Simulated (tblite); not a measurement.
Species: C6H6F (charge +1).
SMILES: `C1C=C[CH+]CC=1F`

All values are computed: GFN2-xTB (tblite) harmonic vibrations without scaling, gas phase. The method is semi-empirical: single wavenumbers can be off by several per cent or more.

Harmonic wavenumbers (cm⁻¹): 162.0, 257.8, 382.8, 416.7, 448.7, 473.3, 566.4, 720.9, 783.0, 799.1, 889.3, 933.3, 938.8, 950.0, 981.5, 1005.4, 1056.2, 1145.8, 1166.3, 1205.6, 1233.0, 1253.3, 1358.3, 1368.7, 1448.5, 1496.5, 1583.3, 2811.6, 2877.2, 3079.2, 3085.5, 3097.4, 3105.5.

A = 5361, B = 2537, C = 1739 MHz; mass 97.045 u (most abundant isotopes); point group Cs, symmetry number 1.

Q: Zero-point energy?

A: ½Σν̃ = 21540 cm⁻¹ = 257.68 kJ/mol.

Q: Entropy at 298.15 K, 1 bar (ideal gas, RRHO, classical rotation)?

A: Translation 165.92, rotation 113.01, vibration 41.59: S = 320.5 J/(mol K).

Q: And Cp and H(298.15 K) − H(0)?

A: Cp = 104.02 J/(mol K), of which vibrations give 70.76 (their classical limit is 33 R = 274.4); H(298.15 K) − H(0) = 18.03 kJ/mol without the zero-point energy, 8.11 from vibrations.

Q: What must be added to the electronic energy to get the Gibbs energy at 298.15 K and 1 bar?

A: ZPE + [H(298.15 K) − H(0)] − T·S = 257.68 + 18.03 − 95.56 = 180.15 kJ/mol.

Q: Which modes carry the vibrational entropy at 298.15 K?

A: 162.0 cm⁻¹: 10.57; 257.8 cm⁻¹: 7.01; 382.8 cm⁻¹: 4.30; 416.7 cm⁻¹: 3.78; 448.7 cm⁻¹: 3.35; 473.3 cm⁻¹: 3.05 J/(mol K); the other 27 give 9.53 together.

Q: How do the functions run with temperature in this model?

A: 
```json
{"T (K)": "50", "S (J/(mol K))": "220.0", "Cp (J/(mol K))": "35.3", "H − H(0) (kJ/mol)": "1.68", "G − H(0) (kJ/mol)": "-9.32", "ln q(vib)": "0.01"}
{"T (K)": "100", "S (J/(mol K))": "247.1", "Cp (J/(mol K))": "44.6", "H − H(0) (kJ/mol)": "3.66", "G − H(0) (kJ/mol)": "-21.05", "ln q(vib)": "0.14"}
{"T (K)": "373.15", "S (J/(mol K))": "346.5", "Cp (J/(mol K))": "128.3", "H − H(0) (kJ/mol)": "26.75", "G − H(0) (kJ/mol)": "-102.55", "ln q(vib)": "2.61"}
{"T (K)": "500", "S (J/(mol K))": "389.1", "Cp (J/(mol K))": "163.0", "H − H(0) (kJ/mol)": "45.32", "G − H(0) (kJ/mol)": "-149.23", "ln q(vib)": "4.28"}
{"T (K)": "750", "S (J/(mol K))": "464.6", "Cp (J/(mol K))": "208.7", "H − H(0) (kJ/mol)": "92.29", "G − H(0) (kJ/mol)": "-256.20", "ln q(vib)": "7.85"}
{"T (K)": "1000", "S (J/(mol K))": "528.8", "Cp (J/(mol K))": "236.6", "H − H(0) (kJ/mol)": "148.21", "G − H(0) (kJ/mol)": "-380.59", "ln q(vib)": "11.39"}
```

q(vib) and H(0) count from the zero-point level.

Hindered rotation and anharmonicity are outside this model.
